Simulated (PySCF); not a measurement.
SMILES c1cccc(c1)[OH2+] (charge +1), CAM-B3LYP/def2-SVP optimised geometry.

```
14

O      1.38    -1.91     0.03
C      0.65    -0.63     0.00
C     -0.73    -0.69     0.00
C     -1.40     0.53     0.00
C     -0.69     1.73     0.00
C      0.70     1.73     0.00
C      1.40     0.53     0.00
H      0.89    -2.68    -0.32
H      2.29    -1.88    -0.32
H     -1.27    -1.64     0.01
H     -2.50     0.53     0.00
H     -1.24     2.68     0.00
H      1.25     2.67     0.00
H      2.50     0.51     0.01
```

Density from CAM-B3LYP/def2-TZVP in PySCF at that geometry.

Minimum of the electron density along straight lines between bonded atoms, close to the bond critical point (lines longer than 1.1 times the sum of covalent radii, or with two minima, are not listed):

```csv
bond,length / Å,ρ at the minimum / e bohr⁻³,∇²ρ there / e bohr⁻⁵,position (fraction from the first atom)
O1–C2,1.474,0.200,-0.13,0.67
C2–C3,1.378,0.326,-0.98,0.54
C3–C4,1.395,0.316,-0.93,0.51
C4–C5,1.393,0.320,-0.96,0.51
C5–C6,1.393,0.320,-0.96,0.50
C2–C7,1.378,0.326,-0.98,0.54
C6–C7,1.395,0.316,-0.93,0.49
O1–H8,0.979,0.333,-2.39,0.82
O1–H9,0.979,0.333,-2.39,0.82
C3–H10,1.093,0.280,-1.00,0.65
C4–H11,1.091,0.285,-1.04,0.66
C5–H12,1.091,0.285,-1.03,0.66
C6–H13,1.091,0.285,-1.04,0.66
C7–H14,1.093,0.280,-1.00,0.65
```
